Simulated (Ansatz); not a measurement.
Basis sets compared for (H2Al-mu-PH2)2 (Al2P2H8). Total charge 0; singlet. Geometry PBE0-D4/def2-SVP. Ansatz on 4 threads of Arm Neoverse V2 on a shared host; times are rough, and most runs start from earlier orbitals.

| atom | x (Å) | y (Å) | z (Å) |
| --- | --- | --- | --- |
| Al1 | 0.8546 | 1.6084 | -0.0125 |
| H2 | 2.4454 | 1.5857 | -0.0293 |
| H3 | -0.0502 | 2.9171 | -0.0059 |
| P4 | 0.0161 | 0.0043 | 1.6464 |
| Al5 | -0.8508 | -1.6105 | 0.0126 |
| H6 | -2.4417 | -1.5904 | 0.0278 |
| H7 | 0.0559 | -2.9178 | 0.0070 |
| P8 | -0.0170 | -0.0038 | -1.6463 |
| H9 | 0.9856 | -0.5010 | 2.5465 |
| H10 | -0.9417 | 0.5179 | 2.5542 |
| H11 | 0.9359 | -0.5137 | -2.5615 |
| H12 | -0.9921 | 0.5038 | -2.5390 |

Binding counts from free atoms (Al doublet, H doublet, P quartet) in the same basis, without a counterpoise term.

```tsv
level	functions	energy (Eh)	HOMO (eV)	LUMO (eV)	binding per atom (eV)	wall time
HF/STO-3G	44	-1156.5675	-6.99	10.85	3.13	0.15 s
HF/6-31G	68	-1169.8055	-10.00	2.04	1.66	0.3 s
PBE-D4/def2-SVP	112	-1171.4320	-6.36	-1.90	2.68	1 s
PBE-D4/def2-TZVP	196	-1171.8410	-6.37	-2.19	2.68	1.9 s
r2SCAN-D4/def2-TZVP	196	-1172.3330	-6.63	-2.04	2.71	3.8 s
PBE0-D4/def2-SVP	112	-1171.5554	-7.48	-1.13	2.68	1.2 s
PBE0-D4/def2-TZVP	196	-1171.9577	-7.46	-1.38	2.68	2.6 s
```

Question: Estimate the rows for PBE-D4/def2-TZVPD, r2SCAN-D4/def2-TZVPD, PBE0-D4/def2-TZVPD.

Answer: 
```
               level  functions  energy (Eh)  HOMO (eV)  LUMO (eV)  binding per atom (eV)  wall time
   PBE-D4/def2-TZVPD        244   -1171.8420      -6.39      -2.23                   2.68      3.1 s
r2SCAN-D4/def2-TZVPD        244   -1172.3338      -6.63      -2.06                   2.71        6 s
  PBE0-D4/def2-TZVPD        244   -1171.9585      -7.46      -1.43                   2.68      3.8 s
```
